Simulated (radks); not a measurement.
All-electron atom: the barium ion Ba3+ in [Kr] 4d10 5s2 5p4.75 5d0.25 (fractional occupations, a model configuration). Method: Dirac Kohn-Sham, PBEsol, spin-unpolarised, spherical densities, point nucleus; open shells fill j = l - 1/2 first; computed with a radial shooting solver on a logarithmic mesh with Libxc functionals.

Normalised radial functions P(r) = r R(r) (large component), r in bohr:

```
   r/bohr * 4p3/2, o 5p3/2, + 5d3/2 (the largest magnitude, 1.36, reaches the edge; | marks zero, & curves that meet)
 0.001032                             &
  0.00159                             &
 0.002468                             &
 0.003802                             &
 0.005857                             &*
 0.009021                             &*
  0.01401                             +o *
  0.02158                             + o  *
  0.03324                             +  o    *
  0.05119                             |+  o     *
  0.07885                             | +o    *
   0.1224                           *o|   +
   0.1886               *       o     |   +
   0.2905                   *      o  |+
   0.4475                        +    |     o        *
   0.6948                       +     |      o                   *
     1.07                     o       | +           *
    1.648            o                |  *        +
    2.539                   o         *            +
    3.943                           o *     +
    6.073                             &+
```

4p3/2: eigenvalue -202.11 eV, 2 radial nodes at r = 0.114, 0.351 bohr, <r> = 0.724 bohr, 90 % of the charge inside 1.05 bohr. 5p3/2: eigenvalue -41.781 eV, 3 radial nodes at r = 0.113, 0.338, 0.866 bohr, <r> = 1.85 bohr, 90 % of the charge inside 2.67 bohr. 5d3/2: eigenvalue -22.702 eV, 2 radial nodes at r = 0.312, 0.979 bohr, <r> = 2.46 bohr, 90 % of the charge inside 3.64 bohr.
